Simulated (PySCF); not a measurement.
C2H4ClFSi2, SMILES Cl[SiH2]C#C[SiH2]F.

Coordinates come from a PBE0-D3(BJ)/def2-SVP optimisation. This is a generated structure with no PubChem entry under its InChIKey; it may be hypothetical.

Computed with PySCF with TDA-PBE/def2-SVPD.

Vertical excitations. Gas-phase values at a fixed geometry.

Computed excitation energies, oscillator strengths and character:
```tsv
state	energy (eV)	λ (nm)	f	main pairs
S1	4.84	256	0.001	HOMO→LUMO 99 %
S2	5.39	230	0.022	HOMO−1→LUMO 61 %, HOMO→LUMO+1 27 %
S3	5.39	230	0.002	HOMO−2→LUMO 95 %
S4	5.64	220	0.009	HOMO−3→LUMO 87 %
S5	5.80	214	0.000	HOMO−1→LUMO+1 98 %
S6	6.03	206	0.032	HOMO−2→LUMO+1 87 %
S7	6.20	200	0.001	HOMO−4→LUMO 91 %
S8	6.27	198	0.000	HOMO−3→LUMO+1 91 %
S9	6.72	185	0.002	HOMO→LUMO+2 99 %
S10	6.79	183	0.209	HOMO−5→LUMO 50 %, HOMO−4→LUMO+1 30 %, HOMO→LUMO+1 8 %
T1	4.35	285	0	HOMO−1→LUMO 76 %, HOMO→LUMO+1 16 %
T2	4.50	275	0	HOMO→LUMO 91 %
T3	4.78	259	0	HOMO→LUMO+1 77 %, HOMO−1→LUMO 17 %
T4	5.23	237	0	HOMO−2→LUMO 88 %
```
Triplets are in the Tamm–Dancoff approximation.
